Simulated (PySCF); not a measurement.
GeSe, singlet, geometry from GFN2-xTB. Base run: HF/pcseg-1 run with PySCF.

Geometry (Å):
```xyz
2

Ge     0.0000     0.0000    -1.1090
Se     0.0000     0.0000     1.0438
```
Charge 0, spin multiplicity 1.
All else is at PySCF's defaults.

Variants of this job, named by their change:

| change | basis functions | E (Eh) | HOMO (eV) | HOMO-LUMO gap (eV) | dipole (D) |
|---|---|---|---|---|---|
| base | 54 | -4474.66613 | -9.68 | 10.06 | 2.48 |
| basis = x2c-TZVPall; relativity = none | 96 | -4452.06139 | -9.65 | 9.99 | 2.59 |
| basis = x2c-SVPall; relativity = spin-free X2C; nucleus = Gaussian (with mol.nucmod = 'G') | 64 | -4524.42787 | -9.49 | 10.03 | 2.46 |
| basis = x2c-SVPall; relativity = spin-free X2C | 64 | -4524.45242 | -9.49 | 10.03 | 2.46 |
| basis = x2c-TZVPall; relativity = spin-free X2C | 96 | -4525.24152 | -9.52 | 9.93 | 2.67 |
| basis = ANO-RCC-VDZP; relativity = none | 54 | -4443.31658 | -9.85 | 10.07 | 2.40 |
| basis = x2c-TZVPall; relativity = spin-free X2C; nucleus = Gaussian (with mol.nucmod = 'G') | 96 | -4525.21470 | -9.52 | 9.93 | 2.67 |
| basis = x2c-SVPall; relativity = none | 64 | -4453.91092 | -9.74 | 10.11 | 2.41 |
| basis = ANO-RCC-VDZP; relativity = spin-free X2C; nucleus = Gaussian (with mol.nucmod = 'G') | 54 | -4525.20736 | -9.64 | 10.03 | 2.52 |
| basis = ANO-RCC-VDZP; relativity = spin-free X2C | 54 | -4525.23943 | -9.64 | 10.03 | 2.52 |

Totals shift with the method and basis; they matter in differences.

Basis sets contracted for a relativistic Hamiltonian are a mismatch without it, so the rows without relativity aren't non-relativistic limits. No row has spin-orbit coupling; sets with core potentials leave out the core electrons.
